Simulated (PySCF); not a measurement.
## Radial density of Zn (zinc, neutral)

UHF, [Ar] 3d10 4s1 4p1, high-spin 3P determinant (an excited configuration). All numbers are calculated (PySCF 2.14, the spin-free X2C one-electron Hamiltonian (Gaussian nucleus), in aug-cc-pVTZ-DK (8s7p5d3f2g, 93 functions)).

```json
{"r (bohr)": "0.000893", "4πr²ρ (e/bohr)": "0.2896", "4πr²(ρα − ρβ)": "0.0001"}
{"r (bohr)": "0.00150", "4πr²ρ (e/bohr)": "0.7205", "4πr²(ρα − ρβ)": "0.0002"}
{"r (bohr)": "0.00253", "4πr²ρ (e/bohr)": "1.754", "4πr²(ρα − ρβ)": "0.0005"}
{"r (bohr)": "0.00425", "4πr²ρ (e/bohr)": "4.117", "4πr²(ρα − ρβ)": "0.0012"}
{"r (bohr)": "0.00715", "4πr²ρ (e/bohr)": "9.102", "4πr²(ρα − ρβ)": "0.0027"}
{"r (bohr)": "0.0120", "4πr²ρ (e/bohr)": "18.09", "4πr²(ρα − ρβ)": "0.0053"}
{"r (bohr)": "0.0202", "4πr²ρ (e/bohr)": "29.93", "4πr²(ρα − ρβ)": "0.0080"}
{"r (bohr)": "0.0340", "4πr²ρ (e/bohr)": "36.70", "4πr²(ρα − ρβ)": "0.0076"}
{"r (bohr)": "0.0572", "4πr²ρ (e/bohr)": "31.40", "4πr²(ρα − ρβ)": "0.0034"}
{"r (bohr)": "0.0963", "4πr²ρ (e/bohr)": "31.73", "4πr²(ρα − ρβ)": "0.0135"}
{"r (bohr)": "0.162", "4πr²ρ (e/bohr)": "42.07", "4πr²(ρα − ρβ)": "0.0183"}
{"r (bohr)": "0.272", "4πr²ρ (e/bohr)": "24.90", "4πr²(ρα − ρβ)": "-0.0464"}
{"r (bohr)": "0.458", "4πr²ρ (e/bohr)": "22.25", "4πr²(ρα − ρβ)": "-0.0231"}
{"r (bohr)": "0.771", "4πr²ρ (e/bohr)": "19.95", "4πr²(ρα − ρβ)": "-0.0606"}
{"r (bohr)": "1.30", "4πr²ρ (e/bohr)": "5.238", "4πr²(ρα − ρβ)": "0.2284"}
{"r (bohr)": "2.18", "4πr²ρ (e/bohr)": "1.178", "4πr²(ρα − ρβ)": "0.6852"}
{"r (bohr)": "3.67", "4πr²ρ (e/bohr)": "0.4651", "4πr²(ρα − ρβ)": "0.4500"}
{"r (bohr)": "6.17", "4πr²ρ (e/bohr)": "0.07452", "4πr²(ρα − ρβ)": "0.0745"}
{"r (bohr)": "10.4", "4πr²ρ (e/bohr)": "0.001446", "4πr²(ρα − ρβ)": "0.0014"}
```

Densities and radii are taken from the X2C orbitals without a picture-change correction, which distorts them close to the nucleus.

(1) Where is the radial spin density 4πr²(ρα − ρβ) most negative, and why is it negative at all?

Results:

(1) Around r = 0.771 bohr, down to -0.0606 e/bohr: exchange with the open shell polarises the paired shells in an unrestricted calculation.
